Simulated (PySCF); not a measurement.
ECD: `BrC1=C=CCCCCC1`, C$_{8}$H$_{11}$Br

Geometry:
```csv
atom,x (Å),y (Å),z (Å)
Br1,0.997,1.919,2.583
C2,0.892,1.433,0.744
C3,-0.165,1.730,0.036
C4,-1.236,1.557,-0.701
C5,-1.968,0.240,-0.615
C6,-1.221,-0.841,0.166
C7,0.132,-1.291,-0.437
C8,1.412,-0.969,0.349
C9,1.928,0.470,0.236
H10,-1.588,2.313,-1.412
H11,-2.970,0.395,-0.175
H12,-2.154,-0.106,-1.648
H13,-1.890,-1.713,0.236
H14,-1.073,-0.499,1.204
H15,0.103,-2.386,-0.556
H16,0.231,-0.893,-1.463
H17,2.215,-1.640,-0.001
H18,1.258,-1.213,1.415
H19,2.138,0.707,-0.820
H20,2.872,0.585,0.791
```

Computed, not measured: TDDFT CAM-B3LYP/aug-cc-pVDZ circular dichroism and optical rotation, one conformer, gas phase in PySCF 2.14.0. Geometry: PBE0-D3(BJ)/def2-SVP.

The calculation is non-relativistic, which matters for the atoms heavier than Zn. No stereocentre is labelled: unless the shape is locked (an allene, a helicene, a hindered biaryl), the mirror image is equally populated and a measured rotation or CD is zero.

Which excitations and rotatory strengths does the calculation give?

Rotatory strengths R in 10⁻⁴⁰ esu² cm², velocity form and length form (origin at the centre of mass); f in length form.
| state | E (eV) | λ (nm) | f | R (velocity) | R (length) | main |
| --- | --- | --- | --- | --- | --- | --- |
| 1 | 4.65 | 267 | 0.0005 | +2.0 | +2.4 | HOMO→LUMO+1 0.52, HOMO→LUMO 0.25 |
| 2 | 5.56 | 223 | 0.003 | -3.0 | -3.2 | HOMO−1→LUMO+5 0.31, HOMO−1→LUMO+1 0.20 |
| 3 | 5.90 | 210 | 0.056 | -74.8 | -75.9 | HOMO→LUMO+5 0.27, HOMO→LUMO+2 0.15 |
| 4 | 6.14 | 202 | 0.065 | -36.3 | -36.9 | HOMO−2→LUMO+1 0.28, HOMO−2→LUMO 0.14 |
| 5 | 6.26 | 198 | 0.036 | -0.4 | -0.6 | HOMO→LUMO 0.40, HOMO→LUMO+1 0.14 |
| 6 | 6.52 | 190 | 0.485 | +31.8 | +35.7 | HOMO−1→LUMO 0.30, HOMO→LUMO+2 0.14 |
| 7 | 6.55 | 189 | 0.011 | -24.5 | -25.1 | HOMO→LUMO+2 0.16, HOMO→LUMO+5 0.12 |
| 8 | 6.63 | 187 | 0.010 | +25.7 | +26.0 | HOMO→LUMO+3 0.26, HOMO→LUMO+4 0.17 |
| 9 | 6.73 | 184 | 0.050 | -74.6 | -75.5 | HOMO→LUMO+3 0.23, HOMO−1→LUMO 0.16 |
| 10 | 6.90 | 180 | 0.015 | +2.5 | +2.5 | HOMO→LUMO+4 0.24, HOMO→LUMO+2 0.17 |
| 11 | 6.95 | 178 | 0.009 | +27.7 | +28.1 | HOMO−2→LUMO+5 0.34, HOMO−2→LUMO+2 0.15 |
| 12 | 6.97 | 178 | 0.007 | -14.5 | -14.3 | HOMO→LUMO+5 0.20, HOMO→LUMO+3 0.09 |

Among the states computed, the strongest CD band (largest |R|) is state 3. The largest dissymmetry factor in size, g = 4R/(D+G), with D and G the electric and magnetic dipole strengths, is +0.033 for state 11 (velocity form, f = 0.009), among bands with |R| over 0.5. The mirror image has the same energies and oscillator strengths and all R with the opposite sign.
